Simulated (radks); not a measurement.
Problem. Species: Ta III. Configuration: [Xe] 4f14 5d3 (the NIST ground configuration). Calculated with a radial shooting solver on a logarithmic mesh with Libxc functionals: scalar-relativistic Kohn-Sham, PBEsol, spin-polarised, spherical densities, point nucleus; open shells are filled with parallel spins first (spin-orbit coupling, left out, can overturn this in heavy ions); hard spherical wall at 20 bohr. Some entries of the table are withheld. Estimate them.

| orbital | occ. | eigenvalue (hartree) | r(max) (bohr) | <1/r> (bohr^-1) |
|---|---|---|---|---|
| 1s down | 1 | -2475.524 | 0.01168 | 85.44 |
| 1s up | 1 | -2475.524 | 0.01168 | 85.44 |
| 2s up | 1 | -425.8006 | 0.06686 | 19.96 |
| 2s down | 1 | -425.7963 | 0.06686 | 19.96 |
| 2p up | 3 | -373.2348 | 0.05477 | 18.15 |
| 2p down | 3 | -373.2315 | 0.05477 | 18.15 |
| 3s up | 1 | -97.97153 | 0.1887 | 7.387 |
| 3s down | 1 | -97.97060 | 0.1887 | 7.387 |
| 3p up | 3 | -82.34035 | 0.1866 | 6.834 |
| 3p down | 3 | -82.33925 | 0.1866 | 6.834 |
| 3d up | 5 | -64.10134 | 0.1519 | 6.462 |
| 3d down | 5 | -64.09881 | 0.1519 | 6.462 |
| 4s up | 1 | -20.41540 | 0.4289 | 3.136 |
| 4s down | 1 | -20.41226 | 0.4289 | 3.135 |
| 4p up | 3 | -15.28769 | 0.4496 | 2.851 |
| 4p down | 3 | -15.28474 | 0.4496 | 2.851 |
| 4d up | 5 | -8.72759 | 0.4615 | 2.532 |
| 4d down | 5 | -8.72389 | 0.4615 | 2.532 |
| 5s up | 1 | -3.27056 | 0.9898 | 1.209 |
| 5s down | 1 | -3.22734 | 0.9864 | 1.218 |
| 5p up | 3 | -2.04325 | 1.128 | 1.009 |
| 5p down | 3 | -1.98266 | 1.121 | 1.021 |
| 4f up | 7 | -1.47994 | 0.4411 | (1) |
| 4f down | 7 | -1.46953 | 0.4409 | (2) |
| 5d up | 3 | (3) | 1.560 | 0.6526 |
| 6s up | 0 | -0.70129 | 2.536 | 0.4475 |
| 6s down | 0 | -0.62299 | 2.571 | 0.4378 |
| 5d down | 0 | (4) | 1.535 | 0.6561 |
| 6p up | 0 | -0.47281 | 3.158 | 0.3556 |

Solution. 
(1) 4f up <1/r> (bohr^-1): 1.998
(2) 4f down <1/r> (bohr^-1): 2.007
(3) 5d up eigenvalue (hartree): -0.70590
(4) 5d down eigenvalue (hartree): -0.62105
